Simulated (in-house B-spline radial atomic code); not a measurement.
Values are calculated unless marked as measured or tabulated.
**From levels and matrix elements to observables: Cs52+**

One electron outside the 1s2 core, from a B-spline radial code for spherical atoms: Brueckner orbitals with a screened correlation potential on Dirac-Hartree-Fock, Breit and QED terms for the lowest states, dipole elements in length form with static core polarisation. The core's own polarisability, by RPA, is 8.472e-07 bohr³.

```
state  removal energy (cm⁻¹)  size of the reduced dipole element to 2s1/2 (a.u.)
2s1/2               82338690                                                   -
3s1/2               36015518                                                   -
2p1/2               81346976                                             0.07427
2p3/2               78094341                                              0.1093
3p1/2               35742957                                             0.04372
3p3/2               34776085                                             0.05551
```

Use R = 109737.3 cm⁻¹, 1 hartree = 219474.6 cm⁻¹, c = 137.036 and 1 a.u. of rate = 4.1341e16 s⁻¹.

Find the quantum defects of the two s states and predict 4s1/2.

With n* = 53 √(R/E): 2s1/2 has n* = 1.9349, δ = 0.0651; 3s1/2 has n* = 2.9256, δ = 0.0744. Ritz's form δ = δ0 + b/n*² gives b = -0.062, δ0 = 0.0817, so with n* ≈ 4 − 0.0744, δ = 0.0777 and E = R × 53²/(4 − 0.0777)² = 20036254 cm⁻¹. The program finds 20064112 cm⁻¹. In so highly charged an ion δ holds relativistic, Breit and QED shifts that Ritz's form doesn't follow, and the higher level lacks the last two.

What are the wavelength, oscillator strength and rate of 2s1/2–2p3/2?

ΔE = 4244349 cm⁻¹ = 19.33868 hartree, λ = 2.3561 nm in vacuum. f = (2/3) ΔE D²/(2j + 1 of the lower state) = (2/3) × 19.33868 × 0.1093²/2 = 0.0770. A = (4/3) ΔE³ D²/(c³ (2j' + 1)) = 1.1192e-05 a.u. = 4.627e+11 s⁻¹, a partial lifetime of 0.002161 ns.
